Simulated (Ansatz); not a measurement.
Input (X2C-CCSDT(Q)/aug-cc-pwCVTZ-DK; Ansatz, a quantum-chemistry and plane-wave program): The .json basis holds the Basis Set Exchange's core-valence set for the 3d metal and cc-pVXZ-DK of the same size for its partners.

Ansatz 0.2 input:
```yaml
crystal:
  periodic: [false, false, false]
  atoms:
    - {symbol: Zn, position_ang: [0.00000000, 0.00000000, 0.00000000]}
basis:
  gaussian:
    orbitals: aug-cc-pwCVTZ-DK.json
magnetization: {spin_polarized: false}
correlation: {method: ccsdt_q, frozen_orbitals: {Zn: 5}}
scf: {lower_state_search: full}
```

Output:

```
Functional definition: HF
integrals: 0.34 GiB planned
1178 factors; integrals over basis functions are off by at most 3.1e-8 eV
mean field: 0.45 GiB planned
mean field evaluation 1: about -48824.7397 eV, gradient 2.2e-1 eV
mean field evaluation 2: about -48824.7398 eV, gradient 2.2e-1 eV
mean field evaluation 4: about -48824.7398 eV, gradient 4.3e-5 eV
mean field evaluation 8: about -48824.7398 eV, gradient 4.1e-3 eV
mean field evaluation 16: about -48790.1372 eV, gradient 8.4e1 eV
mean field -48824.73977504 eV, -1794.2760921354 hartree, gradient 8.3e-7 eV, S^2 0.000000; 2 other end points of the search recorded, 0 dependent functions left out
5 core orbitals not correlated
reference -48824.73977504 eV, -1794.2760921354 hartree; 10, 10 occupied and 112, 112 virtual orbitals, 1178 factors
second order -28.00525594 eV of doubles, -0.00000000 eV of singles
coupled cluster: 10.30 GiB planned
cycle   1  -24.02052147 eV  change     4.0e0 eV  update   1.5e-1
cycle   2  -25.53855572 eV  change    -1.5e0 eV  update   1.1e-1
cycle   3  -26.18346961 eV  change   -6.4e-1 eV  update   2.9e-2
cycle   4  -26.07469120 eV  change    1.1e-1 eV  update   1.4e-2
cycle   5  -26.03107550 eV  change    4.4e-2 eV  update   6.2e-3
cycle   6  -26.01301075 eV  change    1.8e-2 eV  update   1.9e-3
cycle   7  -26.01937112 eV  change   -6.4e-3 eV  update   7.6e-4
cycle   8  -26.02299991 eV  change   -3.6e-3 eV  update   3.6e-4
cycle   9  -26.02274970 eV  change    2.5e-4 eV  update   1.5e-4
cycle  10  -26.02238945 eV  change    3.6e-4 eV  update   5.8e-5
cycle  11  -26.02245105 eV  change   -6.2e-5 eV  update   2.6e-5
cycle  12  -26.02251499 eV  change   -6.4e-5 eV  update   1.2e-5
cycle  13  -26.02251550 eV  change   -5.1e-7 eV  update   7.2e-6
cycle  14  -26.02249963 eV  change    1.6e-5 eV  update   1.5e-6
cycle  15  -26.02249831 eV  change    1.3e-6 eV  update   9.1e-7
cycle  16  -26.02250271 eV  change   -4.4e-6 eV  update   3.4e-7
cycle  17  -26.02250249 eV  change    2.2e-7 eV  update   2.3e-7
perturbative correction 0.00645710 eV, 0.0002372942 hartree
Total energy: -48850.75582043 eV, -1795.2321641692 hartree
Relativity: scalar
```
